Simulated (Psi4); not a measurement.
cyclobutane (C$_{4}$H$_{8}$), singlet, geometry from GFN2-xTB. Base run: Psi4 1.11 with CCSD(T)/def2-SVP.

Psi4 was given this input:
```
memory 2 GB

molecule {
0 1
  C    -0.00613316    1.08295583    0.05853653
  C     0.00685792   -1.08220991    0.07093756
  C    -1.08294605   -0.00683358   -0.05863980
  C     1.08222129    0.00608767   -0.07083428
  H    -0.01505399    1.84231484   -0.72076860
  H    -0.00362364    1.57729882    1.02791527
  H     0.00710304   -1.85049784   -0.69961794
  H     0.01523239   -1.56535126    1.04591487
  H    -1.84243222   -0.00692746    0.72059245
  H    -1.57713057   -0.01535111   -1.02806518
  H     1.85038317    0.01511046    0.69979409
  H     1.56552182    0.00340356   -1.04576496
}

set basis def2-svp
set freeze_core true

energy('ccsd(t)')
print_variables()
```

Variants of this job, named by their change:

| change | ΔE vs base (mEh) | MP2 correlation (Eh) | basis functions | core-seconds (rough) |
|---|---|---|---|---|
| base | 0.000 | -0.56540 | 96 | 30 |
| method = mp2 | 70.967 | -0.56499 | 96 | 2 |
| method = mp4 | 1.690 | -0.56540 | 96 | 10 |
| method = qcisd(t) | -0.200 | -0.56540 | 96 | 20 |
| method = fno-ccsd(t) | 0.000 | -0.56540 | 96 | 20 |
| method = ccsd | 18.685 | -0.56540 | 96 | 20 |
| method = dlpno-mp2 | 71.144 | -0.56481 | 96 | 2 |
| method = mp3 | 24.996 | -0.56499 | 96 | 2 |
